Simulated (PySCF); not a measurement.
Basis-set dependence of population analyses: `C#CC#CBSC`

Species: C5H5BS.
Cartesian coordinates in Å at the PBE0-D3(BJ)/def2-SVP level; atoms count from 1:
```
atom  x, y, z in Å
C1     4.233    1.538   -1.615
C2     3.108    1.227   -1.267
C3     1.846    0.877   -0.877
C4     0.713    0.561   -0.524
B5    -0.688    0.181   -0.102
S6    -0.888   -0.959    1.240
C7    -2.691   -1.120    1.395
H8     5.225    1.813   -1.921
H9    -1.660    0.636   -0.656
H10   -3.148   -0.148    1.624
H11   -2.888   -1.814    2.222
H12   -3.124   -1.526    0.472
```

PBE0 throughout (PySCF), one geometry, spherical d and f functions. Isolated species at its PBE0-D3(BJ)/def2-SVP geometry (one conformer only). The first 7 of 10 kinds of atom are listed.

Mulliken charges (e):

```csv
basis,functions,C1,C2,C3,C4,B5,S6,C7
STO-3G,44,-0.101,-0.038,-0.046,-0.103,+0.027,+0.179,-0.311
6-31G,77,-0.492,+0.163,+0.199,-0.325,-0.018,+0.190,-0.735
pcSseg-0,77,-0.206,-0.046,-0.144,-0.189,+0.250,-0.028,-0.907
6-31G*,112,-0.868,+0.551,+0.594,-0.567,-0.084,+0.084,-0.686
cc-pVDZ,127,-0.772,+0.533,+0.541,-0.400,+0.031,-0.006,-0.199
def2-SVP,127,-0.371,+0.301,+0.278,-0.306,-0.025,-0.050,-0.177
aug-cc-pVDZ,210,+0.856,-0.020,+0.777,-0.395,-0.748,+0.086,+0.207
"6-311+G(2d,p)",227,-0.646,+0.799,-0.641,+0.218,+0.048,+0.072,-0.578
def2-TZVP,253,-0.165,+0.020,-0.086,-0.019,-0.042,-0.037,-0.357
cc-pVTZ,284,-0.403,+0.395,+0.383,-0.610,-0.030,+0.018,-0.284
IGLO-III,304,-0.148,-0.050,-0.079,-0.077,+0.167,+0.119,-0.503
pcSseg-2,329,-0.125,+0.011,+0.038,-0.312,+0.277,-0.011,-0.102
```

IAO charges (e):

```csv
basis,functions,C1,C2,C3,C4,B5,S6,C7
STO-3G,44,-0.122,-0.050,-0.030,-0.098,-0.098,+0.265,-0.480
6-31G,77,-0.175,-0.024,-0.003,-0.101,-0.102,+0.154,-0.516
pcSseg-0,77,-0.160,-0.029,-0.003,-0.096,-0.109,+0.151,-0.511
6-31G*,112,-0.169,-0.027,-0.006,-0.105,-0.091,+0.172,-0.501
cc-pVDZ,127,-0.178,-0.024,-0.010,-0.100,-0.101,+0.179,-0.498
def2-SVP,127,-0.170,-0.026,-0.010,-0.097,-0.104,+0.185,-0.489
aug-cc-pVDZ,210,-0.186,-0.023,-0.010,-0.100,-0.097,+0.175,-0.505
"6-311+G(2d,p)",227,-0.186,-0.023,-0.010,-0.102,-0.101,+0.185,-0.513
def2-TZVP,253,-0.186,-0.023,-0.009,-0.101,-0.102,+0.189,-0.516
cc-pVTZ,284,-0.186,-0.023,-0.009,-0.102,-0.099,+0.182,-0.514
IGLO-III,304,-0.188,-0.023,-0.011,-0.101,-0.105,+0.194,-0.517
pcSseg-2,329,-0.186,-0.023,-0.009,-0.101,-0.101,+0.186,-0.516
```

Hirshfeld charges (e):

| basis | functions | C1 | C2 | C3 | C4 | B5 | S6 | C7 |
| --- | --- | --- | --- | --- | --- | --- | --- | --- |
| STO-3G | 44 | -0.059 | -0.032 | -0.034 | -0.096 | +0.081 | +0.079 | -0.033 |
| 6-31G | 77 | -0.068 | -0.029 | -0.013 | -0.091 | +0.079 | -0.009 | -0.090 |
| pcSseg-0 | 77 | -0.059 | -0.032 | -0.014 | -0.096 | +0.072 | +0.023 | -0.095 |
| 6-31G* | 112 | -0.068 | -0.032 | -0.016 | -0.089 | +0.083 | -0.017 | -0.088 |
| cc-pVDZ | 127 | -0.066 | -0.033 | -0.017 | -0.094 | +0.074 | +0.021 | -0.102 |
| def2-SVP | 127 | -0.065 | -0.033 | -0.017 | -0.096 | +0.071 | +0.034 | -0.106 |
| aug-cc-pVDZ | 210 | -0.066 | -0.034 | -0.021 | -0.099 | +0.082 | +0.030 | -0.121 |
| 6-311+G(2d,p) | 227 | -0.064 | -0.036 | -0.021 | -0.100 | +0.081 | +0.028 | -0.113 |
| def2-TZVP | 253 | -0.066 | -0.034 | -0.019 | -0.097 | +0.079 | +0.025 | -0.115 |
| cc-pVTZ | 284 | -0.067 | -0.033 | -0.018 | -0.096 | +0.078 | +0.022 | -0.115 |
| IGLO-III | 304 | -0.066 | -0.034 | -0.022 | -0.101 | +0.078 | +0.042 | -0.121 |
| pcSseg-2 | 329 | -0.066 | -0.033 | -0.019 | -0.098 | +0.081 | +0.027 | -0.121 |

Question: Which scheme is steadiest as the basis changes?

Answer: Largest range over the bases for any column: Hirshfeld 0.10 e, IAO 0.11 e, Mulliken 1.72 e. Hirshfeld charges move least and Mulliken charges most, counted in e. Without the minimal STO-3G basis the ranges are Hirshfeld 0.06, IAO 0.04, Mulliken 1.72 e.

Question: How much do the charges still move between the two largest bases, IGLO-III and pcSseg-2?

Answer: At most, over all atoms: Mulliken 0.400 e, IAO 0.007 e, Hirshfeld 0.014 e.

Question: What do the same runs give for the total energy, the frontier levels and the dipole moment?

Answer: 
| basis | energy (Eh) | HOMO (eV) | LUMO (eV) | μ (D) |
| --- | --- | --- | --- | --- |
| STO-3G | -609.0319 | -4.89 | 0.78 | 1.49 |
| 6-31G | -615.9773 | -7.16 | -2.02 | 0.99 |
| pcSseg-0 | -615.1374 | -7.51 | -2.35 | 0.98 |
| 6-31G* | -616.0469 | -7.08 | -2.03 | 0.86 |
| cc-pVDZ | -616.0858 | -7.18 | -2.15 | 0.99 |
| def2-SVP | -615.7886 | -7.24 | -2.20 | 1.04 |
| aug-cc-pVDZ | -616.0956 | -7.28 | -2.30 | 1.11 |
| 6-311+G(2d,p) | -616.1403 | -7.29 | -2.31 | 1.12 |
| def2-TZVP | -616.1606 | -7.27 | -2.28 | 1.11 |
| cc-pVTZ | -616.1607 | -7.27 | -2.26 | 1.07 |
| IGLO-III | -616.1618 | -7.27 | -2.29 | 1.14 |
| pcSseg-2 | -616.1684 | -7.30 | -2.31 | 1.11 |

The dipole is fixed by the density alone, so its range of 0.63 D shows that the density itself changes with the basis, not only its division among atoms.
